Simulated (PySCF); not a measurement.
Species: (Cl2In-mu-OH)2.
Bonds: In1–Cl2, In1–Cl3, In1–O4, In1–O8, O4–In5, In5–Cl6, In5–Cl7, In5–O8. Hydrogens: H9 on O4; H10 on O8.

Computed with PBE0-D3(BJ)/def2-SVP geometry optimisation, gas phase, def2 core potentials past Kr (PySCF 2.14.0).

Entries marked ? are missing. Bonds in one row agree within 0.01 Å.

```tsv
coordinate	value
In1–Cl2, In5–Cl7	?
In1–Cl3, In5–Cl6	?
In1–O4 and 3 like bonds	?
O4–H9, O8–H10	0.965 Å
Cl2–In1–Cl3	?
Cl2–In1–O4	?
O4–In1–O8	?
In1–O4–In5	100.8°
O4–In5–Cl6	?
```

Estimate the withheld lengths and angles.

- In1–Cl2, In5–Cl7 = 2.327 Å (ends: indium bonded to 2 Cl and 2 O; chlorine bonded to In); 0.11 Å below the sum of covalent radii, 2.44 Å.
- In1–Cl3, In5–Cl6 = 2.316 Å (ends: indium bonded to 2 Cl and 2 O; chlorine bonded to In); 0.12 Å below the sum of covalent radii, 2.44 Å.
- In1–O4 and 3 like bonds = 2.133 Å (ends: indium bonded to 2 Cl and 2 O; oxygen bonded to 2 In and H); 0.05 Å above the sum of covalent radii, 2.08 Å.
- Cl2–In1–Cl3 = 127.3°, at the indium bonded to 2 Cl and 2 O; the outer atoms are 4.161 Å apart.
- Cl2–In1–O4 = 110.1°, at the indium bonded to 2 Cl and 2 O; the outer atoms are 3.656 Å apart.
- O4–In1–O8 = 79.3°, at the indium bonded to 2 Cl and 2 O; the outer atoms are 2.721 Å apart.
- O4–In5–Cl6 = 111.0°, at the indium bonded to 2 Cl and 2 O; the outer atoms are 3.668 Å apart.

Radii are Cordero's.

Stationary, but not proved a minimum. The numbers are those of one conformer (Cl2–In1–O4–In5 -108°, Cl2–In1–O8–In5 108°, In1–O4–In5–Cl6 -108°, O4–In5–O8–In1 -1°).

The run took 12 min on one thread, AMD EPYC (x86_64), no GPU, on a shared host, and the process peaked at 0.78 GiB of memory. That covers the optimisation of the geometry.
